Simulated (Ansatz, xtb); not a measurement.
# Relative energy of two structures of AlF2H3SiSn

Structure I is a singlet given by its coordinates and structure II is `[F][Al]([F])[Sn][SiH3]`, a singlet. Both are isolated molecules in the gas phase, relaxed with r2SCAN-D4/def2-SVP; the shapes shown needn't be the lowest conformers.

I (Å):

```
atom    x (Å)    y (Å)    z (Å)
  Al  -1.7202   0.3804   0.4363
   F  -1.8089   0.4128   2.1927
   F  -3.0638  -0.2263  -0.3331
  Si   0.6000   0.8455   0.2319
  Sn  -0.6432   2.4539   2.0414
   H   0.9595   1.6051  -1.0079
   H   1.7499   0.0200   0.7085
   H  -1.8696   2.2460   0.5544
```

Close contacts (Å): Al1–F2 1.76, Al1–F3 1.66, Al1–Si4 2.38, Al1–Sn5 2.83, F2–Sn5 2.36, Si4–Sn5 2.72, Al1–H8 1.88, Si4–H6 1.50, Si4–H7 1.49, Sn5–H8 1.94.

II (Å):

| atom | x (Å) | y (Å) | z (Å) |
| --- | --- | --- | --- |
| Al | -2.3143 | 0.0020 | 0.2449 |
| F | -3.3293 | 0.0163 | 1.5697 |
| F | -1.8415 | -1.4990 | -0.3091 |
| Si | 0.4882 | 1.8219 | 0.8155 |
| Sn | -1.4979 | 2.3062 | -0.8866 |
| H | 1.3103 | 0.8039 | 0.0729 |
| H | 1.3662 | 3.0015 | 1.0933 |
| H | 0.1306 | 1.2056 | 2.1366 |

Task: Estimate which is lower in electronic energy at CCSD(T)/def2-SVP + ΔMP2/def2-TZVPP, and by roughly how much.

Result: Not settled: CCSD(T)/def2-SVP + ΔMP2/def2-TZVPP gives E(II) − E(I) = −0.126 eV, but this leans on the basis-set step: CCSD(T) alone gives +0.017 eV.

How the difference moves with the method:

```csv
level,geometry,E(II) − E(I) (eV),departure from the last row (eV),"job, with rough time for the two"
r2SCAN-D4/def2-SVP,r2SCAN-D4/def2-SVP,+0.235,+0.361,"optimisation, 1.8 min"
HF/def2-SVP,r2SCAN-D4/def2-SVP,−0.255,−0.129,part of the CCSD(T) run
MP2/def2-SVP,r2SCAN-D4/def2-SVP,−0.001,+0.125,part of the CCSD(T) run
CCSD(T)/def2-SVP,r2SCAN-D4/def2-SVP,+0.017,+0.142,single point
CCSD(T)/def2-SVP + ΔMP2/def2-TZVPP,r2SCAN-D4/def2-SVP,−0.126,,"single point, 30 s"
```

r2SCAN-D4/def2-SVP puts the two in the other order. MP2/def2-SVP, CCSD(T)/def2-SVP find them nearly level. The largest departure from CCSD(T)/def2-SVP + ΔMP2/def2-TZVPP is that of r2SCAN-D4/def2-SVP, 0.361 eV. Levels run at GFN2-xTB geometries aren't shown. The last row adds to CCSD(T) the change of the MP2 difference between the two basis sets, here −0.142 eV, a large step that makes the value less sure.

With harmonic frequencies from r2SCAN-D4/def2-SVP (ideal gas, rigid rotor, one conformer each, 298.15 K, 1 atm): on the last row, ΔE + ΔZPE = −0.123 eV. A mode under 50 cm⁻¹ makes harmonic enthalpies and free energies unreliable, so none is given.

The correlated steps freeze 16 core orbitals; the filled d shell of Sn is correlated, in a basis made for valence electrons. Atoms past krypton carry core potentials in the def2 sets and no spin–orbit term is included. Run with Ansatz 0.2.0; the last row on 2 threads of Intel(R) Xeon(R) 6975P-C (Granite Rapids) on a shared host.
